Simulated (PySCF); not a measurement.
# Energy profile

The step: SiH₄O ([OH][SiH3]) + NH₃ → SiNH₅O ([NH2][SiH2][OH]) + H₂; bonds formed: Si1–N7, H2–H6; bonds broken: Si1–H2, H6–N7 (atoms numbered as in the saddle structure below).

```xyz
10
angstrom
Si -0.4532 0.5088 0.2930
H 0.5107 -0.9411 1.1120
H -1.1072 1.5433 -0.5710
H -1.5857 -0.0702 1.0531
O 0.7511 1.4554 0.8969
H 0.4153 -1.2253 -0.0264
N 0.0378 -0.7141 -1.0340
H 1.3134 0.9619 1.5014
H -0.6935 -1.1136 -1.6130
H 0.8115 -0.4053 -1.6122
```

Electronic energies by CCSD(T) at an estimated basis limit (MP2 extrapolated from triple and quadruple zeta, plus CCSD(T) − MP2 in triple zeta), on PBE0-D4/def2-TZVP structures; SiNH₇O, singlet; no counterpoise correction. PySCF 2.14 with density fitting (its default auxiliary sets; JK sets also for MP2 and CCSD(T)); basis: def2-TZVPP and def2-QZVPP; cores frozen in the correlated methods. Extrapolation: Hartree–Fock as exp(−7.88 √X), correlation as X^−2.97.

(1) Give the profile in kcal/mol, counted from the separated reactants. (An estimate is asked for; the value comes from the calculation.)

T1 diagnostic: at most 0.012.

Answers

(1) By the calculation:
```csv
point,kcal/mol
"separated: SiH₄O (linked as [OH][SiH3]; Si1, H2, H3, H4, O5, H8; singlet) + NH₃ (H6, N7, H9, H10; singlet)",0.00
start structure,-3.82
saddle,37.68
end structure,-12.32
"separated: SiNH₅O (linked as [NH2][SiH2][OH]; Si1, H3, H4, O5, N7, H8, H9, H10; singlet) + H₂ (H2, H6; singlet)",-11.52
```

For scale, one of the runs: CCSD(T)/def2-TZVPP, 202 basis functions, launched by `OMP_NUM_THREADS=4 python run.py`. Hardware: 4 CPU threads of an Intel Xeon 6975P-C, shared host. Wall time 2.3 min; peak host memory 2.5 GiB.
